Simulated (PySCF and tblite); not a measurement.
Values are calculated unless marked as measured or tabulated.
System: C9H9N, numbered as in [N:1]#[C:2][CH2:3][C:4]1=[CH:5][CH:6]=[CH:7][CH:8]=[CH:9][CH2:10]1.

For the shift of H on C10 from C10 to C6: electronic barrier 36.70 kcal/mol, zero-point change -3.05 kcal/mol, thermal and entropy terms at 400 K a further 0.52 kcal/mol (symmetry numbers apart). The minimum is C1, the saddle C1. Level: PBE0/pcSseg-1 + D3(BJ) on GFN2-xTB stationary points, with GFN2-xTB thermal terms. Rate constants are transition-state-theory values, counting equivalent paths, without tunnelling. (PySCF 2.14 with density fitting, tblite 0.8.)

Q: How many equivalent paths lead out of the minimum?

A: 1: the symmetry number of the minimum is 1, that of the saddle displaced along its mode 1.

Q: Work out the rate at 400 K.

A: ΔG‡ = 34.17 kcal/mol; k_B T/h = 8.3×10¹² s⁻¹; exp(−ΔG‡/RT) = 2.1×10⁻¹⁹; times 1 gives k = 1.8×10⁻⁶ s⁻¹.

Tunnelling of the moving H, left out here, will speed the real process. DFT energies on a tight-binding saddle of a bond shift can be off by several kcal/mol.
